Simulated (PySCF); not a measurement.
# SMILES C(=C/C)/P(C)(C)=[Se], C5H11PSe

Geometry:
| atom | x (Å) | y (Å) | z (Å) |
| --- | --- | --- | --- |
| C1 | 2.466 | 0.065 | 0.326 |
| C2 | 1.733 | -0.715 | -0.701 |
| C3 | 0.414 | -0.859 | -0.758 |
| P4 | -0.763 | -0.187 | 0.446 |
| C5 | -2.371 | -0.727 | -0.240 |
| C6 | -0.785 | 1.636 | 0.214 |
| Se7 | -0.531 | -0.781 | 2.451 |
| H8 | 2.901 | 0.961 | -0.118 |
| H9 | 1.802 | 0.351 | 1.139 |
| H10 | 3.283 | -0.530 | 0.731 |
| H11 | 2.348 | -1.193 | -1.456 |
| H12 | -0.045 | -1.468 | -1.527 |
| H13 | -2.401 | -1.816 | -0.224 |
| H14 | -2.514 | -0.363 | -1.256 |
| H15 | -3.161 | -0.349 | 0.408 |
| H16 | -0.862 | 1.888 | -0.842 |
| H17 | 0.121 | 2.065 | 0.634 |
| H18 | -1.643 | 2.027 | 0.760 |

Method: GIAO B3LYP/pcSseg-1 magnetisability, rotational g tensor and spin-rotation constants, non-relativistic, gas phase (PySCF 2.14.0). Geometry: GFN2-xTB.

The calculation is non-relativistic, which matters for the atoms heavier than Zn.

Task: Give the nuclear spin-rotation constants along the inertial axes (H = +C I·J) beside the isotropic shieldings.

Result: Rotational constants 1.6514, 1.1435, 0.8655 GHz. A star marks the isotopologue with that one atom substituted, in its own axes.
| atom | isotope | Caa (kHz) | Cbb (kHz) | Ccc (kHz) | mean (kHz) | σ (ppm) |
| --- | --- | --- | --- | --- | --- | --- |
| P4 | 31P | 2.597 | 1.857 | 1.597 | 2.017 | 278.6 |
| H8 | 1H | -0.082 | -0.126 | -0.031 | -0.080 | 30.1 |
| H9 | 1H | -0.005 | -0.088 | -0.061 | -0.051 | 27.8 |
| H10 | 1H | -0.195 | 0.021 | -0.079 | -0.084 | 29.9 |
| H11 | 1H | 0.057 | -0.115 | -0.034 | -0.031 | 25.1 |
| H12 | 1H | -0.157 | -0.038 | 0.004 | -0.064 | 25.9 |
| H13 | 1H | -0.190 | -0.124 | 0.021 | -0.098 | 30.0 |
| H14 | 1H | -0.071 | -0.048 | -0.101 | -0.073 | 30.2 |
| H15 | 1H | -0.023 | -0.106 | -0.083 | -0.071 | 30.3 |
| H16 | 1H | -0.055 | -0.071 | -0.092 | -0.073 | 30.2 |
| H17 | 1H | -0.196 | -0.024 | -0.048 | -0.089 | 29.8 |
| H18 | 1H | -0.052 | -0.112 | -0.062 | -0.075 | 30.1 |
| C1 | 13C* | 0.266 | 0.175 | 0.127 | 0.190 | 160.4 |
| C2 | 13C* | 0.651 | 0.373 | 0.310 | 0.445 | 24.4 |
| C3 | 13C* | 0.527 | 0.347 | 0.310 | 0.395 | 47.1 |
| C5 | 13C* | 0.291 | 0.164 | 0.153 | 0.203 | 152.4 |
| Se7 | 77Se* | 1.751 | 1.347 | 1.202 | 1.433 | 1972.3 |

For the geometry as given, no vibrational averaging.

Task: How do the rotational constants and the g tensor change when H8, H9, H10, H11, H12, H13, H14, H15, H16, H17, H18 are replaced by deuterium?

Result: Constants 1.3585, 1.0058, 0.7614 GHz; g -0.0072, -0.0050, -0.0037, against -0.0075, -0.0062, -0.0039 before.
